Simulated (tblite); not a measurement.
Species: 2-thiophenecarbonyl chloride, C5H3ClOS.
Geometry (GFN2-xTB, Å), atoms numbered from 1 in this order:
```xyz
11
C5H3ClOS angstrom
O      2.6456    1.1403    1.0506
C      2.0494    0.2899    0.4686
Cl     2.9389   -1.0990   -0.2060
C      0.6399    0.2064    0.2115
C     -0.0941   -0.7507   -0.4525
C     -1.4622   -0.4548   -0.4826
C     -1.7578    0.7173    0.1541
S     -0.3796    1.4859    0.8037
H      0.3471   -1.6247   -0.8948
H     -2.1998   -1.0788   -0.9536
H     -2.7221    1.1709    0.2752
```

All values are computed: GFN2-xTB (tblite) harmonic vibrations without scaling, gas phase. The method is semi-empirical: single wavenumbers can be off by several per cent or more. One conformer, not necessarily the lowest.

Harmonic wavenumbers (cm⁻¹): 54.2, 147.9, 152.4, 273.5, 406.0, 407.2, 489.7, 526.8, 629.4, 663.8, 735.4, 757.1, 761.6, 830.9, 859.6, 864.3, 1063.6, 1078.4, 1149.8, 1191.3, 1356.6, 1417.1, 1521.9, 1789.8, 3137.7, 3149.6, 3161.3.

A = 3129, B = 1049, C = 785.4 MHz; mass 145.959 u (most abundant isotopes); point group Cs, symmetry number 1.

Q: Zero-point energy?

A: ½Σν̃ = 14288 cm⁻¹ = 170.93 kJ/mol.

Q: Give the ideal-gas entropy at 298.15 K and 1 bar in the rigid-rotor, harmonic-oscillator model (classical rotation).

A: Translation 171.01, rotation 122.23, vibration 71.26: S = 364.5 J/(mol K).

Q: And Cp and H(298.15 K) − H(0)?

A: Cp = 117.11 J/(mol K), of which vibrations give 83.85 (their classical limit is 27 R = 224.5); H(298.15 K) − H(0) = 21.66 kJ/mol without the zero-point energy, 11.74 from vibrations.

Q: What must be added to the electronic energy to get the Gibbs energy at 298.15 K and 1 bar?

A: ZPE + [H(298.15 K) − H(0)] − T·S = 170.93 + 21.66 − 108.67 = 83.92 kJ/mol.

Q: How do the functions run with temperature in this model?

A: 
```tsv
T (K)	S (J/(mol K))	Cp (J/(mol K))	H − H(0) (kJ/mol)	G − H(0) (kJ/mol)	ln q(vib)
100	275.5	57.7	4.45	-23.10	0.89
200	324.1	86.9	11.62	-53.19	2.31
300	365.2	117.6	21.88	-87.69	3.86
500	437.0	163.4	50.37	-168.13	7.11
800	522.7	199.9	105.52	-312.66	11.79
1000	568.9	213.7	146.97	-421.94	14.64
```

q(vib) and H(0) count from the zero-point level.

Hindered rotation and anharmonicity are outside this model. Other conformers, if any are populated, would add a mixing term that is left out.
